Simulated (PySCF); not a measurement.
Compound: C4N4Si.
Numbering: `[N:1]#[C:2][Si:3]([C:4]#[N:5])([C:6]#[N:7])[C:8]#[N:9]`

Geometry (GFN2-xTB, Å), atoms numbered from 1 in this order:
```
atom  x, y, z in Å
N1     0.2339    2.7210   -1.2681
C2     0.1442    1.6877   -0.7870
Si3    0.0006    0.0018   -0.0031
C4    -0.9243   -1.1408   -1.1505
N5    -1.4909   -1.8425   -1.8530
C6     1.7059   -0.6825    0.3137
N7     2.7516   -1.1015    0.5083
C8    -0.9211    0.1399    1.6120
N9    -1.4862    0.2230    2.6024
```

Level of theory: TDDFT PBE0/def2-SVPD, vertical, gas phase, core orbitals frozen in the response in PySCF.

```tsv
state	λ (nm)	E (eV)	f	main configurations (H = HOMO, L = LUMO)
S1	187.5	6.61	0.0000	H-2/H-1/H→L/L+1/L+2 (≥45%)
S2	183.8	6.74	0.0000	H-2/H-1/H→L/L+1/L+2 (≥13%), H-4→L/L+1/L+2 (≥10%), H-3→L/L+1/L+2 (≥10%)
S3	183.8	6.75	0.0000	H-2/H-1/H→L/L+1/L+2 (≥24%), H-5→L/L+1/L+2 (≥10%)
S4	183.8	6.75	0.0000	H-2/H-1/H→L/L+1/L+2 (≥33%)
S5	179.9	6.89	0.0000	H-2/H-1/H→L/L+1/L+2 (≥33%), H-4→L/L+1/L+2 (≥15%)
S6	179.9	6.89	0.0000	H-2/H-1/H→L/L+1/L+2 (≥30%), H-3→L/L+1/L+2 (≥11%)
```

Triplets, Tamm–Dancoff:

| state | E (eV) | λ (nm) | main configurations (H = HOMO, L = LUMO) |
| --- | --- | --- | --- |
| T1 | 5.60 | 221.5 | H-2/H-1/H→L/L+1/L+2 (≥25%), H-6→L/L+1/L+2 (≥11%) |
| T2 | 5.60 | 221.5 | H-2/H-1/H→L/L+1/L+2 (≥13%), H-2/H-1/H→L+4 (≥8%) |
| T3 | 5.60 | 221.5 | H-2/H-1/H→L/L+1/L+2 (≥10%) |

The lowest singlet lies at 6.61 eV (188 nm, vacuum ultraviolet) and is dark (f under 0.0005); its leading configuration is HOMO-2/HOMO-1/HOMO→LUMO/LUMO+1/LUMO+2 (≥45%). The largest oscillator strength of a single state is 0.0000. S2/S3/S4 and S5/S6 lie within about 0.01 eV of each other in each set; the point group Td has degenerate representations, and within a degenerate level the listed configurations can mix freely. Löwdin shares by element: HOMO (one of a set within 0.03 eV) nitrogen 39% or more, carbon 33% or more (atoms not listed hold the other 29%); LUMO (one of a set within 0.03 eV) carbon 32% or more, silicon 24% (atoms not listed hold the other 44%). The oscillator strengths of these states sum to 0.000; summed over the whole spectrum of an exact calculation they would give the number of electrons, 66 (Thomas–Reiche–Kuhn). Of the 6 states listed, none reaches f = 0.01 and 6 stay under 0.0005. Orbitals of the list HOMO-3 to LUMO+2 that lie within 0.01 eV of each other are written together with a slash and their weights summed (≥ marks a lower bound); for degenerate orbitals outside that list single weights are arbitrary. Only the lowest 8 singlets were computed, as vertical energies without vibronic structure. The highest level found (6.95 eV, f 0.0000 so far) is left out, since the window may have cut off a degenerate partner.

The run took 26 s of wall time on one thread of an Arm Neoverse V2, no GPU, on a shared host.
